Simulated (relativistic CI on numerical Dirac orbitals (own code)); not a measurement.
**Ligand-field terms of d5**

Computed with a parametric ligand-field model of a d^n configuration (Racah B and C, spin-orbit zeta, crystal field), exact diagonalisation.

Field parameters in Wybourne normalisation: Oh B⁴₀ = 21Dq, B⁴₄ = √(5/14) B⁴₀. The field is a parameter set, without covalency.

Problem. Ground term and bands for B = 840, C = 3830, ζ = 0 cm⁻¹, Oh, 10Dq = 5880 cm⁻¹?

Solution. Ground term 6A1 with 2.00 electrons in the two orbitals of the cubic e set. Spin-allowed: none. Lowest spin-forbidden: 4T1 24031 cm⁻¹ (416 nm), 4T2 26611 cm⁻¹ (376 nm), 4A1+E 27550 cm⁻¹ (363 nm). A high-spin d5 ion has no spin-allowed d-d band, hence its pale colour.

Problem. Ground term and bands for B = 840, C = 3830, ζ = 0 cm⁻¹, Oh, 10Dq = 10920 cm⁻¹?

Solution. Ground term 6A1 with 2.00 electrons in the two orbitals of the cubic e set. Spin-allowed: none. Lowest spin-forbidden: 4T1 19432 cm⁻¹ (515 nm), 4T2 23942 cm⁻¹ (418 nm), 2T2 25026 cm⁻¹ (400 nm). A high-spin d5 ion has no spin-allowed d-d band, hence its pale colour.

Problem. Ground term and bands for B = 840, C = 3830, ζ = 0 cm⁻¹, Oh, 10Dq = 37800 cm⁻¹?

Solution. Ground term 2T2 with 0.04 electrons in the two orbitals of the cubic e set. Spin-allowed: 2A2 33089 cm⁻¹ (302 nm), 2T1 33376 cm⁻¹ (300 nm), 2T2 35673 cm⁻¹ (280 nm), 2E 37692 cm⁻¹ (265 nm). Lowest spin-forbidden: 4T1 19865 cm⁻¹ (503 nm), 4T2 26167 cm⁻¹ (382 nm), 6A1 26709 cm⁻¹ (374 nm).

Problem. Ground term and bands for B = 840, C = 3830, ζ = 0 cm⁻¹, Oh, 10Dq = 14280 cm⁻¹?

Solution. Ground term 6A1 with 2.00 electrons in the two orbitals of the cubic e set. Spin-allowed: none. Lowest spin-forbidden: 4T1 16233 cm⁻¹ (616 nm), 2T2 18778 cm⁻¹ (533 nm), 4T2 21398 cm⁻¹ (467 nm). A high-spin d5 ion has no spin-allowed d-d band, hence its pale colour.

Problem. Ground term and bands for B = 840, C = 3830, ζ = 0 cm⁻¹, Oh, 10Dq = 39480 cm⁻¹?

Solution. Ground term 2T2 with 0.03 electrons in the two orbitals of the cubic e set. Spin-allowed: 2A2 34724 cm⁻¹ (288 nm), 2T1 35011 cm⁻¹ (286 nm), 2T2 37334 cm⁻¹ (268 nm), 2E 39349 cm⁻¹ (254 nm). Lowest spin-forbidden: 4T1 21499 cm⁻¹ (465 nm), 4T2 27825 cm⁻¹ (359 nm), 6A1 30009 cm⁻¹ (333 nm).
